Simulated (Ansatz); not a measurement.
ClNa, charge +1, doublet, geometry from GFN2-xTB (such geometries of metal compounds can be far from the true shape) (a state made from the parent by changing its charge; the spin is typed, not shown lowest); Ansatz (a first-principles code) with WB97M-V/cc-pVDZ.

Input for Ansatz:
Ansatz 0.2 input:
```yaml
crystal:
  periodic: [false, false, false]
  atoms:
    - {symbol: Na, position_ang: [-0.00000000, -0.00000000, -1.71519955]}
    - {symbol: Cl, position_ang: [0.00000000, 0.00000000, 1.10983500]}
basis:
  gaussian:
    orbitals: cc-pVDZ
hamiltonian:
  xc: {name: wB97M-V}
total_charge: 1
magnetization: {spin_polarized: true, initial_magnetization: 1}
accuracy: high
```

The log (banner, timings and long lists left out):

```
Functional definition: wB97M-V
690 factors; integrals over basis functions are off by at most 3.7e-9 eV
243 factors; integrals over basis functions are off by at most 2.3e-9 eV
mean field evaluation 1: about -16929.4822 eV, gradient 1.6e1 eV
mean field evaluation 2: about -16930.7266 eV, gradient 6.6e0 eV
mean field evaluation 4: about -16930.9152 eV, gradient 2.8e-1 eV
mean field evaluation 8: about -16930.9197 eV, gradient 9.4e-3 eV
mean field evaluation 16: about -16930.9197 eV, gradient 1.2e-6 eV
mean field -16930.91971808 eV, -622.1998234498 hartree, gradient 2.1e-8 eV, S^2 0.751513; 1 other end points of the search recorded, 0 dependent functions left out
reference -16930.91973138 eV, -622.1998239386 hartree; 14, 13 occupied and 22, 23 virtual orbitals, 690 factors
Total energy: -16930.91973138 eV, -622.1998239386 hartree
```
